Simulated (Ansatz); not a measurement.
Reaction (silylene loss): `CCN([SiH3])C(C)(C)C` → `CCNC(C)(C)C` + `[SiH2]`

Program: Ansatz. Geometries: PBE0-D4/def2-TZVP. ΔE: electronic, gas phase. CCSD(T)/CBS is the MP2 limit (def2-TZVPP, def2-QZVPP) plus CCSD(T) − MP2 in def2-TZVPP, frozen cores. This one scheme is used for every species. DFT in def2-TZVPP. B3LYP here is the variant with VWN-RPA as its local correlation; programs differ in this. One conformer a species, not always the lowest.

`CCN([SiH3])C(C)(C)C`:

Z-matrix (Å, degrees):
```
C
C 1 1.519
H 1 1.094 2 110.8
H 1 1.093 2 110.4 3 -119.6
H 1 1.091 2 111.3 3 120.7
N 2 1.458 1 113.6 3 179.6
H 2 1.096 1 108.8 3 56.7
H 2 1.094 1 109.7 3 -57.7
C 6 1.470 2 117.5 1 105.9
Si 6 1.722 2 117.7 1 -89.2
C 9 1.528 6 110.9 2 -52.9
C 9 1.531 6 110.6 2 69.1
C 9 1.525 6 109.0 2 -171.5
H 10 1.486 6 105.8 2 10.5
H 10 1.488 6 113.8 2 129.5
H 10 1.496 6 114.2 2 -108.1
H 11 1.093 9 110.0 6 -178.6
H 11 1.092 9 110.5 6 -59.0
H 11 1.092 9 112.1 6 62.0
H 12 1.093 9 110.3 6 59.8
H 12 1.092 9 111.5 6 -60.2
H 12 1.093 9 111.0 6 179.9
H 13 1.095 9 111.8 6 -60.7
H 13 1.092 9 109.9 6 -179.4
H 13 1.092 9 111.1 6 60.7
```

`CCNC(C)(C)C`:

```xyz
22

C    -2.442    0.964    0.115
C    -1.418    0.493   -0.907
N    -0.040    0.820   -0.587
C     0.806   -0.204    0.027
C     1.124   -1.274   -1.014
C     2.099    0.495    0.428
C     0.187   -0.863    1.264
H    -3.459    0.736   -0.215
H    -2.286    0.497    1.089
H    -2.378    2.048    0.248
H    -1.503   -0.589   -1.041
H    -1.671    0.930   -1.881
H    -0.005    1.666   -0.033
H     0.224   -1.805   -1.335
H     1.581   -0.817   -1.894
H     1.813   -2.016   -0.603
H     1.907    1.265    1.182
H     2.558    0.972   -0.440
H     2.810   -0.216    0.854
H    -0.749   -1.371    1.018
H    -0.021   -0.119    2.038
H     0.864   -1.610    1.687
```

`[SiH2]`:

Cartesian coordinates in Å:
```
Si 0.011 -0.565 -0.433
H 1.083 0.266 0.265
H -1.094 0.299 0.167
```

```tsv
level	ΔE (eV)
B3LYP-D4	2.83
CCSD/CBS(def2)	2.80
```

Problem. What does CCSD(T)/CBS give? (Estimate.)

Solution. Computed: +2.87 eV. The listed levels differ from it by -0.04, -0.07 eV.

Largest T1 diagnostic among the species: 0.014.

From BLYP to BHLYP (50 % exact exchange), in def2-TZVPP and without D4, ΔE moves by +0.34 eV. In def2-TZVPP, CCSD(T) changes the Hartree–Fock value by +0.26 eV (the triples alone add +0.07 eV) and MP2 by +0.51 eV. The D4 term adds +0.27 eV with B3LYP and +0.15 eV with PBE0; it sums over pairs of atoms, weighted by their polarisabilities, and B3LYP, whose exchange is more repulsive, gets the larger term.

CCSD(T)/CBS has its own doubt, a few kJ/mol and more with outer-core shells, so smaller differences from it don't rank the levels.
